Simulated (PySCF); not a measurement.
# `FC(=C=CC)B(C)C`, C$_{6}$H$_{10}$BF

Geometry:
```json
{"atom": "C1", "x (Å)": "2.284", "y (Å)": "2.470", "z (Å)": "1.681"}
{"atom": "C2", "x (Å)": "1.897", "y (Å)": "1.139", "z (Å)": "1.111"}
{"atom": "C3", "x (Å)": "0.749", "y (Å)": "0.536", "z (Å)": "1.286"}
{"atom": "C4", "x (Å)": "-0.437", "y (Å)": "-0.037", "z (Å)": "1.397"}
{"atom": "F5", "x (Å)": "-0.658", "y (Å)": "-0.895", "z (Å)": "2.421"}
{"atom": "B6", "x (Å)": "-1.612", "y (Å)": "0.216", "z (Å)": "0.401"}
{"atom": "C7", "x (Å)": "-1.452", "y (Å)": "1.249", "z (Å)": "-0.770"}
{"atom": "C8", "x (Å)": "-2.938", "y (Å)": "-0.595", "z (Å)": "0.608"}
{"atom": "H9", "x (Å)": "1.465", "y (Å)": "2.912", "z (Å)": "2.265"}
{"atom": "H10", "x (Å)": "2.558", "y (Å)": "3.169", "z (Å)": "0.874"}
{"atom": "H11", "x (Å)": "3.166", "y (Å)": "2.370", "z (Å)": "2.334"}
{"atom": "H12", "x (Å)": "2.650", "y (Å)": "0.625", "z (Å)": "0.495"}
{"atom": "H13", "x (Å)": "-0.426", "y (Å)": "1.598", "z (Å)": "-0.953"}
{"atom": "H14", "x (Å)": "-1.882", "y (Å)": "0.861", "z (Å)": "-1.708"}
{"atom": "H15", "x (Å)": "-2.066", "y (Å)": "2.132", "z (Å)": "-0.510"}
{"atom": "H16", "x (Å)": "-3.811", "y (Å)": "-0.168", "z (Å)": "0.093"}
{"atom": "H17", "x (Å)": "-3.172", "y (Å)": "-0.776", "z (Å)": "1.668"}
{"atom": "H18", "x (Å)": "-2.761", "y (Å)": "-1.597", "z (Å)": "0.171"}
```

The calculation used TDDFT CAM-B3LYP/aug-cc-pVDZ circular dichroism and optical rotation, one conformer, gas phase in PySCF 2.14.0. Geometry: PBE0-D3(BJ)/def2-SVP.

No stereocentre is labelled: unless the shape is locked (an allene, a helicene, a hindered biaryl), the mirror image is equally populated and a measured rotation or CD is zero. Singlets 11 and 12 lie within 0.01 eV of each other, so their separate moments and overlaps can depend on how they mix.

What is the specific rotation at 633, 589.3, 546, 436, 405, 365, 355 nm?

[α] in deg dm⁻¹ (g/mL)⁻¹:
| λ (nm) | origin-invariant length gauge | modified velocity gauge | length gauge (centre of mass) | isotropic polarisability (au) |
| --- | --- | --- | --- | --- |
| 633 | +161.3 | +153.6 | +161.5 | 99.5 |
| 589.3 | +190.5 | +181.6 | +190.8 | 100.1 |
| 546 | +228.7 | +218.0 | +229.0 | 100.8 |
| 436 | +406.9 | +388.6 | +407.6 | 104.2 |
| 405 | +500.3 | +478.2 | +501.1 | 105.8 |
| 365 | +684.8 | +655.4 | +686.0 | 108.9 |
| 355 | +748.9 | +717.1 | +750.2 | 109.9 |

And for the mirror image at 589.3 nm?

-190.5 deg dm⁻¹ (g/mL)⁻¹ (origin-invariant length gauge): the same size and the opposite sign.

What is the molar rotation [Φ] = [α]·M/100 of the geometry above at 589.3 nm?

With M = 111.95 g/mol, +213.3 deg cm² dmol⁻¹ (origin-invariant length gauge).

The first excitation lies at 5.07 eV (245 nm) with R = +1.0 × 10⁻⁴⁰ esu² cm² (velocity form).
